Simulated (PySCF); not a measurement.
# Diatomic cations of B with the fifth-period p block

PBE0 with double-zeta basis sets in PySCF, for the lowest determinant that a PBE0 search found; no spin–orbit coupling. De refers to high-spin ground-configuration atoms (the charge goes to the atom of lower measured ionisation energy or higher electron affinity, which is not always the lowest computed limit). A positive dipole points towards B; it is taken about the centre of mass and depends on that origin.

| M | basis | charged atom | state (unpaired electrons) | Re (Å) | ωe (cm⁻¹) | De (eV) | μ (D) |
| --- | --- | --- | --- | --- | --- | --- | --- |
| In | def2-SVP | In+ | doublet (σ ↑) | 2.984 | 191 | 0.70 | 2.58 |
| Sn | cc-pVDZ-PP/cc-pVDZ | Sn+ | triplet (σ ↑, π ↑) | 2.388 | 411 | 2.06 | 1.51 |
| Sb | cc-pVDZ/cc-pVDZ-PP | B+ | quartet (σ ↑, π ↑↑) | 2.188 | 530 | 2.94 | 2.12 |
| I | x2c-SVPall | B+ | doublet (σ ↑) | 1.959 | 819 | 3.50 | 2.95 |

The shortest bond is that of BI⁺ (1.959 Å), the longest that of InB⁺ (2.984 Å). BI⁺ is bound most strongly (3.50 eV) and InB⁺ least (0.70 eV).

The rows differ in basis set, which adds steps of its own.

The state changes along the series, so neighbouring rows are not always alike in their bonding.

These are scalar-relativistic numbers at best; spin–orbit coupling would shift them, the dissociation energy most. For an ion De counts to the pair picked by the measured ionisation energies or electron affinities, which need not be the lowest pair at this level. States were picked by a PBE0 search and need not be the measured ground states.
